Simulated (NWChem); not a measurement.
# C$_{2}$H$_{3}$O$_{2}$, doublet; SMILES CC([O])=O

Results from NWChem. Pople sets run with spherical d functions. Spin-unrestricted. Coordinates come from a PBE0/def2-SVP, spin-unrestricted optimisation. No stability test was run on the SCF state. Level: PBE0/6-31G* with SMD (1 M gas to 1 M solution), gas-phase geometry. Reactions with the solvent are ignored.

```json
[
 {"solvent": "water", "dielectric constant": "78.4", "solvation free energy (kcal/mol)": "-2.6", "cavity-dispersion-structure term (kcal/mol)": "3.9", "dipole in solution (D)": "3.94"},
 {"solvent": "toluene", "dielectric constant": "2.37", "solvation free energy (kcal/mol)": "-4.4", "cavity-dispersion-structure term (kcal/mol)": "-2.0", "dipole in solution (D)": "3.45"},
 {"solvent": "cyclohexane", "dielectric constant": "2.02", "solvation free energy (kcal/mol)": "-3.6", "cavity-dispersion-structure term (kcal/mol)": "-1.4", "dipole in solution (D)": "3.40"},
 {"solvent": "ethyl acetate", "dielectric constant": "5.99", "solvation free energy (kcal/mol)": "-5.8", "cavity-dispersion-structure term (kcal/mol)": "-2.2", "dipole in solution (D)": "3.60"},
 {"solvent": "2-propanol", "dielectric constant": "19.3", "solvation free energy (kcal/mol)": "-3.8", "cavity-dispersion-structure term (kcal/mol)": "2.0", "dipole in solution (D)": "3.84"},
 {"solvent": "chlorobenzene", "dielectric constant": "5.70", "solvation free energy (kcal/mol)": "-5.3", "cavity-dispersion-structure term (kcal/mol)": "-1.6", "dipole in solution (D)": "3.59"},
 {"solvent": "tetrahydrofuran", "dielectric constant": "7.43", "solvation free energy (kcal/mol)": "-5.9", "cavity-dispersion-structure term (kcal/mol)": "-2.1", "dipole in solution (D)": "3.62"}
]
```
